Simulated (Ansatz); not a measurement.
`OP[SiH3]` + `[InH3]` → `O[PH][InH2]` + SiH₄  (formal exchange of groups at a P–Si bond)

Computed with Ansatz on PBE0-D4/def2-TZVP structures; ΔE is electronic, products minus reactants. CCSD(T)/CBS adds triple-zeta CCSD(T) − MP2 to the extrapolated MP2 energy (def2 sets, frozen cores). This one scheme is used for every species. DFT in def2-TZVPP. HSE06 is defined as in plane-wave codes. def2 core potentials past Kr. For In outer-core shells are correlated without core-valence functions, which leaves a few kJ/mol of doubt a bond. Each species was taken in one conformer, which may not be the lowest.

`OP[SiH3]`:

Z-matrix (Å, degrees):
```
Si
P 1 2.260
H 1 1.487 2 112.7
H 1 1.486 2 109.2 3 -121.7
H 1 1.488 2 106.5 3 120.4
O 2 1.666 1 99.0 3 45.3
H 2 1.427 1 92.7 3 -54.8
H 6 0.960 2 109.1 1 143.7
```

`[InH3]`:

```xyz
4

In    0.000    0.000    0.000
H     0.638   -0.619   -1.477
H     0.455   -0.715    1.502
H    -1.092    1.334   -0.024
```

`O[PH][InH2]`:

Z-matrix (Å, degrees):
```
P
In 1 2.503
O 1 1.670 2 100.9
H 1 1.430 2 92.3 3 -100.8
H 2 1.728 1 117.4 3 162.2
H 2 1.723 1 120.5 3 -21.9
H 3 0.960 1 109.0 2 153.3
```

SiH₄:

Z-matrix (Å, degrees):
```
Si
H 1 1.485
H 1 1.485 2 109.5
H 1 1.485 2 109.5 3 -120.0
H 1 1.485 2 109.5 3 120.0
```

```csv
level,ΔE (kcal/mol)
LDA (SPW92),-6.7
PBE-D4,-7.1
BLYP-D4,-8.1
HSE06,-7.0
CAM-B3LYP,-7.1
LC-ωPBE,-5.7
HF/def2-SVP,-7.5
SCS-MP2/def2-QZVPP,-8.4
```

Q: What does CCSD(T)/CBS give? (An estimate is asked.)

A: The calculation gave: -8.0 kcal/mol. The listed levels differ from it by 1.3, 0.9, -0.1, 1.0, 0.9, 2.3, 0.5, -0.4 kcal/mol.

Largest T1 diagnostic among the species: 0.015.

Leaving LDA and LC-ωPBE aside and taking each functional with its dispersion term where it has one, the values, not all of them listed here, spread over 3.4 kcal/mol, from B2PLYP to B97M-V. LDA lies +0.7 kcal/mol from PBE without D4. From BLYP to BHLYP (50 % exact exchange), in def2-TZVPP and without D4, ΔE moves by +1.2 kcal/mol.
